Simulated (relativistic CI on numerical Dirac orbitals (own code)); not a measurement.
**Electric-dipole transitions in Kr XVII**

Method of calculation: Dirac-Coulomb-Breit CI, orbitals from a KLI potential per configuration, model QED, unscaled Slater integrals (own radial code, finite nucleus).

CI space (outside the closed core [Ne]): 3s²3p⁶3d², 3s²3p⁵3d³, 3s3p⁶3d³, 3s²3p⁶3d4s, 3s²3p⁶3d4p, 3s²3p⁶3d4d, 3s²3p⁶3d4f, 3s²3p⁵3d²4s, 3s²3p⁶4s², 3s²3p⁵3d²4p, 3s²3p⁶4s4p, 3s²3p⁶3d5s, 3p⁶3d⁴, 3p⁵3d⁵. Double excitations out of closed p, d and f shells are left out; levels of such configurations are missing from the list, as are those of other unlisted configurations, and high levels can miss mixing partners. These lack a partner that the ground configuration has and come out too high: 3s²3p⁵3d²4s, 3s²3p⁵3d²4p.

| λ vac (Å) | Lower | Upper | A (s⁻¹) | log gf | S velocity/length |
| --- | --- | --- | --- | --- | --- |
| 83.619 | 3s²3p⁶3d² ¹D2 [4] | 3s²3p⁵3d³ ¹P°1 [119] | 2.02e+11 | -0.20 | 0.60 |
| 85.587 | 3s²3p⁶3d² ¹D2 [4] | 3s²3p⁵3d³ ³S°1 [118] | 3.27e+11 | 0.03 | 0.59 |
| 85.936 | 3s²3p⁶3d² ³F2 [1] | 3s²3p⁵3d³ ³D°1 [112] | 6.21e+11 | 0.31 | 0.59 |
| 86.107 | 3s²3p⁶3d² ³P1 [6] | 3s²3p⁵3d³ ³S°1 [118] | 3.11e+11 | 0.02 | 0.59 |
| 86.431 | 3s²3p⁶3d² ³F3 [2] | 3s²3p⁵3d³ ³D°2 [113] | 6.37e+11 | 0.55 | 0.59 |
| 86.948 | 3s²3p⁶3d² ³P2 [7] | 3s²3p⁵3d³ ³S°1 [118] | 2.87e+11 | -0.01 | 0.59 |
| 87.206 | 3s²3p⁶3d² ³F4 [3] | 3s²3p⁵3d³ ³D°3 [114] | 6.68e+11 | 0.73 | 0.59 |
| 87.825 | 3s²3p⁶3d² ¹D2 [4] | 3s²3p⁵3d³ ¹P°1 [115] | 1.90e+11 | -0.18 | 0.60 |
| 88.089 | 3s²3p⁶3d² ¹G4 [8] | 3s²3p⁵3d³ ¹F°3 [117] | 7.51e+11 | 0.79 | 0.59 |
| 89.258 | 3s²3p⁶3d² ³P2 [7] | 3s²3p⁵3d³ ¹P°1 [115] | 2.52e+11 | -0.04 | 0.60 |
| 89.273 | 3s²3p⁶3d² ¹G4 [8] | 3s²3p⁵3d³ ¹G°4 [116] | 7.79e+11 | 0.92 | 0.60 |
| 89.643 | 3s²3p⁶3d² ³P0 [5] | 3s²3p⁵3d³ ³D°1 [112] | 1.57e+11 | -0.25 | 0.61 |
| 89.718 | 3s²3p⁶3d² ³P1 [6] | 3s²3p⁵3d³ ³D°2 [113] | 1.81e+11 | 0.04 | 0.61 |
| 90.441 | 3s²3p⁶3d² ³F2 [1] | 3s²3p⁵3d³ ¹D°2 [107] | 1.29e+11 | -0.10 | 0.61 |
| 90.578 | 3s²3p⁶3d² ³P2 [7] | 3s²3p⁵3d³ ³D°3 [114] | 1.40e+11 | 0.08 | 0.61 |
| 90.803 | 3s²3p⁶3d² ³F3 [2] | 3s²3p⁵3d³ ¹F°3 [109] | 2.06e+11 | 0.25 | 0.61 |
| 91.049 | 3s²3p⁶3d² ³F3 [2] | 3s²3p⁵3d³ ³D°3 [108] | 1.89e+11 | 0.21 | 0.61 |
| 91.108 | 3s²3p⁶3d² ³F4 [3] | 3s²3p⁵3d³ ³F°4 [110] | 5.71e+11 | 0.81 | 0.61 |
| 92.145 | 3s²3p⁶3d² ³F2 [1] | 3s²3p⁵3d³ ³F°2 [105] | 3.09e+11 | 0.29 | 0.61 |
| 92.613 | 3s²3p⁶3d² ¹S0 [9] | 3s²3p⁵3d³ ¹P°1 [119] | 3.99e+11 | 0.19 | 0.60 |
| 93.724 | 3s²3p⁶3d² ³F3 [2] | 3s²3p⁵3d³ ¹F°3 [103] | 1.44e+11 | 0.12 | 0.60 |
| 93.792 | 3s²3p⁶3d² ³F2 [1] | 3s²3p⁵3d³ ¹D°2 [100] | 1.09e+11 | -0.14 | 0.60 |
| 93.812 | 3s²3p⁶3d² ¹D2 [4] | 3s²3p⁵3d³ ¹F°3 [109] | 1.00e+11 | -0.03 | 0.63 |
| 93.978 | 3s²3p⁶3d² ³P2 [7] | 3s²3p⁵3d³ ³P°2 [111] | 3.21e+11 | 0.33 | 0.61 |
| 94.358 | 3s²3p⁶3d² ¹D2 [4] | 3s²3p⁵3d³ ¹D°2 [107] | 1.81e+11 | 0.08 | 0.60 |
| 95.157 | 3s²3p⁶3d² ³F2 [1] | 3s²3p⁵3d³ ³D°1 [96] | 9.31e+10 | -0.42 | 0.58 |
| 95.449 | 3s²3p⁶3d² ³P2 [7] | 3s²3p⁵3d³ ¹F°3 [109] | 1.01e+11 | -0.01 | 0.63 |
| 95.722 | 3s²3p⁶3d² ³P2 [7] | 3s²3p⁵3d³ ³D°3 [108] | 1.31e+11 | 0.10 | 0.64 |
| 95.751 | 3s²3p⁶3d² ³F4 [3] | 3s²3p⁵3d³ ¹H°5 [99] | 4.15e+10 | -0.20 | 0.66 |
| 96.241 | 3s²3p⁶3d² ³P1 [6] | 3s²3p⁵3d³ ³P°1 [106] | 1.54e+11 | -0.19 | 0.60 |
| 96.934 | 3s²3p⁶3d² ¹D2 [4] | 3s²3p⁵3d³ ¹F°3 [103] | 9.97e+10 | -0.01 | 0.63 |
| 98.011 | 3s²3p⁶3d² ¹D2 [4] | 3s²3p⁵3d³ ¹D°2 [100] | 1.50e+11 | 0.03 | 0.59 |
| 98.094 | 3s²3p⁶3d² ¹D2 [4] | 3s²3p⁵3d³ ³D°3 [98] | 9.19e+10 | -0.03 | 0.62 |
| 99.534 | 3s²3p⁶3d² ³P1 [6] | 3s²3p⁵3d³ ³D°2 [97] | 8.29e+10 | -0.21 | 0.62 |
| 100.30 | 3s²3p⁶3d² ³F3 [2] | 3s²3p⁵3d³ ³G°4 [92] | 8.59e+10 | 0.07 | 0.65 |
| 100.67 | 3s²3p⁶3d² ¹G4 [8] | 3s²3p⁵3d³ ¹H°5 [99] | 1.34e+11 | 0.35 | 0.65 |
| 101.00 | 3s²3p⁶3d² ³F4 [3] | 3s²3p⁵3d³ ³G°5 [93] | 1.58e+11 | 0.43 | 0.65 |
| 101.49 | 3s²3p⁶3d² ³F2 [1] | 3s²3p⁵3d³ ³G°3 [89] | 5.72e+10 | -0.21 | 0.65 |
| 101.58 | 3s²3p⁶3d² ³F3 [2] | 3s²3p⁵3d³ ³F°4 [90] | 6.57e+10 | -0.04 | 0.65 |
| 103.47 | 3s²3p⁶3d² ³F3 [2] | 3s²3p⁵3d³ ¹G°4 [88] | 3.37e+10 | -0.31 | 0.65 |
| 104.37 | 3s²3p⁶3d² ³F2 [1] | 3s²3p⁵3d³ ³F°3 [84] | 4.45e+10 | -0.29 | 0.64 |
| 106.29 | 3s²3p⁶3d² ³F2 [1] | 3s²3p⁵3d³ ³G°3 [80] | 6.66e+10 | -0.10 | 0.63 |
| 140.29 | 3s²3p⁵3d³ ³I°7 [38] | 3s3p⁶3d³ ³H6 [135] | 6.61e+10 | 0.40 | 0.70 |
| 141.64 | 3s²3p⁵3d³ ³H°6 [34] | 3s3p⁶3d³ ³G5 [130] | 6.38e+10 | 0.32 | 0.71 |
| 146.56 | 3s²3p⁵3d³ ⁵G°6 [21] | 3s3p⁶3d³ ⁵F5 [124] | 5.90e+10 | 0.32 | 0.76 |

Terms are leading LS components. Brackets give the number of a level in order of energy, since labels repeat. The list gives strong lines, with weight on those to low levels, among the lowest 200 of 814 levels, so that lines to higher ones, which can be the strongest, are missing. Levels whose partners in the same complex of configurations lie outside the list can be far off, and so can their lines. Rates are taken at the computed energies, electric ones in the length gauge. A velocity-to-length ratio far from 1 marks an uncertain rate.

At this charge energies of transitions that change n are usually good to better than 1 %, and those within a shell (Δn = 0) to a few per cent. Terms inside the open d or f shell come out 10 to 20 % too wide with unscaled integrals.

LS names give the leading component of a level, which can be under half, so a name can repeat, a term be missing and a line seem to break the LS rules.
